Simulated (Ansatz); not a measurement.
SnBr2. The state is a triplet with charge 0. Geometry r2SCAN-D4/def2-TZVP; atoms count from 1.

```csv
atom,x (Å),y (Å),z (Å)
Sn1,-0.244,0.170,0.787
Br2,1.124,-1.873,0.304
Br3,-0.880,1.704,-1.090
```

In the def2 sets Sn takes a core potential; there is no spin–orbit coupling. At PBE0-D4/def2-TZVP a singlet of charge 0 lies 2.47 eV below the triplet, each at its own geometry. The structure comes from a short search, and lower isomers may exist.

Problem. Estimate the Mulliken populations from the PBE0/def2-TZVP orbitals of Ansatz.

Solution. 
```csv
atom,charge (e),spin (α − β)
Sn1,0.49,1.43
Br2,-0.24,0.29
Br3,-0.24,0.29
```
Mulliken values and Mayer orders depend strongly on the basis.

Problem. Where does the spin sit?

Solution. Summed by element: Sn 1.43, Br 0.57, of 2 unpaired in all. Largest on single atoms: Sn1 1.43, Br2 0.29, Br3 0.29.

Problem. And the Mayer bond orders between bonded heavy atoms (over 0.3)?

Solution. Sn1–Br2 0.99 (2.51 Å); Sn1–Br3 0.99 (2.51 Å).
